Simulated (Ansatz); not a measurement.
Geometry optimisation, RKS BLYP-D4/def2-SVP in Ansatz.

The input (input.yaml):

```yaml
crystal:
  periodic: [false, false, false]
  atoms:
    - { symbol: B, position_ang: [-2.0484, -1.5105, -0.9763] }
    - { symbol: C, position_ang: [-0.7427, -1.0597, -0.3369] }
    - { symbol: "N", position_ang: [-0.7434, -0.1294, 0.5434] }
    - { symbol: C, position_ang: [0.5881, 0.3085, 1.1913] }
    - { symbol: Si, position_ang: [1.5387, 1.3489, 0.0141] }
    - { symbol: Cl, position_ang: [0.4169, 3.0361, -0.571] }
    - { symbol: H, position_ang: [-2.0974, -2.3116, -1.8057] }
    - { symbol: H, position_ang: [-3.0609, -0.912, -0.6731] }
    - { symbol: H, position_ang: [0.1752, -1.5446, -0.6066] }
    - { symbol: H, position_ang: [1.1091, -0.579, 1.5544] }
    - { symbol: H, position_ang: [0.2498, 0.911, 2.105] }
    - { symbol: H, position_ang: [1.932, 0.5737, -1.133] }
    - { symbol: H, position_ang: [2.7033, 1.834, 0.7092] }
basis:
  gaussian: { orbitals: def2-SVP }
hamiltonian:
  xc: blyp
  dispersion: d4
relax:
  f_tol: 0.02
  max_steps: 50
```

Run as:

```bash
$ ansatz run input.yaml --threads 2 --pin off --max-ram 3072MiB --backend cpu --events-out ev --progress --plain --runs-dir out
```

**Question.** Where does it end, and by what steps?

**Answer.** The forces met the threshold. The force dipped under the threshold on the way, but the program's further checks kept it going. After 19 steps the energy has fallen by 0.487 eV; H9 moved furthest, 0.70 Å.

| step | energy less start (eV) | largest force component (eV/Å) | accepted |
| --- | --- | --- | --- |
| 0 | 0.0000 | 3.268 | yes |
| 1 | -0.2578 | 1.746 | yes |
| 2 | -0.3926 | 0.845 | yes |
| 3 | -0.4326 | 0.419 | yes |
| 4 | -0.4545 | 0.157 | yes |
| 5 | -0.4655 | 0.160 | yes |
| 6 | -0.4728 | 0.181 | yes |
| 7 | -0.4775 | 0.135 | yes |
| 8 | -0.4801 | 0.125 | yes |
| 9 | -0.4812 | 0.149 | yes |
| 10 | -0.4780 | 0.138 | no |
| 11 | -0.4840 | 0.069 | yes |
| 12 | -0.4846 | 0.119 | yes |
| 13 | -0.4862 | 0.030 | yes |
| 14 | -0.4857 | 0.123 | no |
| 15 | -0.4866 | 0.013 | yes |
| 16 | -0.4869 | 0.018 | yes |
| 17 | -0.4871 | 0.027 | yes |
| 18 | -0.4870 | 0.042 | no |
| 19 | -0.4872 | 0.009 | yes |

```xyz
13
Properties=species:S:1:pos:R:3
B -2.087 -1.557 -1.013
C -0.808 -1.214 -0.189
N -0.692 -0.042 0.366
C 0.521 0.291 1.061
Si 1.557 1.525 0.017
Cl 0.542 3.334 -0.206
H -2.178 -2.626 -1.582
H -2.984 -0.747 -1.081
H 0.024 -1.959 -0.067
H 1.189 -0.581 1.292
H 0.286 0.831 2.005
H 1.811 0.933 -1.332
H 2.842 1.775 0.743
```

Time of the run: 40 s on 2 threads of Intel(R) Xeon(R) Platinum 8488C (Sapphire Rapids), with other jobs on the host, peak memory 0.2 GiB.
